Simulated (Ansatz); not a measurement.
Relaxation of CH8N2SSi (13 atoms, charge 0, multiplicity 1), to a largest force component of 0.015 eV/Å in at most 40 steps.

Theory: RKS PBE0-D4/def2-SVP in Ansatz.

```xyz
13
Properties=species:S:1:pos:R:3
C -1.500 0.067 0.476
Si 0.162 0.033 -0.129
N 1.295 -0.223 1.037
N 0.618 -1.288 -1.070
S 0.752 1.742 -1.215
H -1.713 0.980 1.131
H -1.802 -0.786 1.026
H -2.223 0.227 -0.367
H 1.616 0.676 1.379
H 0.870 -0.627 1.897
H 0.037 -1.252 -1.930
H 0.242 -2.134 -0.582
H 0.319 2.679 -0.302
```

Where does it end, and by what steps?

It converged. After 14 steps the energy has fallen by 1.295 eV; H9 moved furthest, 1.18 Å.

```csv
step,energy less start (eV),largest force component (eV/Å),accepted
0,0.0000,4.576,yes
1,-0.8629,1.709,yes
2,-1.0463,0.691,yes
3,-1.1327,0.302,yes
4,-1.1833,0.210,yes
5,-1.2062,0.401,yes
6,-1.2222,0.958,yes
7,-1.2691,0.279,yes
8,-1.2869,0.195,yes
9,-1.2858,0.334,no
10,-1.2907,0.043,yes
11,-1.2938,0.038,yes
12,-1.2944,0.072,yes
13,-1.2948,0.039,yes
14,-1.2949,0.006,yes
```

```xyz
13
Properties=species:S:1:pos:R:3
C -1.604 0.197 0.535
Si 0.167 0.012 -0.052
N 1.109 -0.318 1.355
N 0.554 -1.242 -1.162
S 0.647 1.779 -1.221
H -1.718 1.052 1.222
H -1.927 -0.711 1.068
H -2.281 0.359 -0.317
H 2.117 -0.382 1.262
H 0.861 0.132 2.230
H 0.330 -1.170 -2.146
H 0.640 -2.200 -0.847
H -0.221 2.585 -0.573
```

Whether the end is a true minimum wasn't checked by a vibrational analysis.

Run time: 63 s on 2 threads of Arm Neoverse V1, on a shared host, peak memory 0.29 GiB.
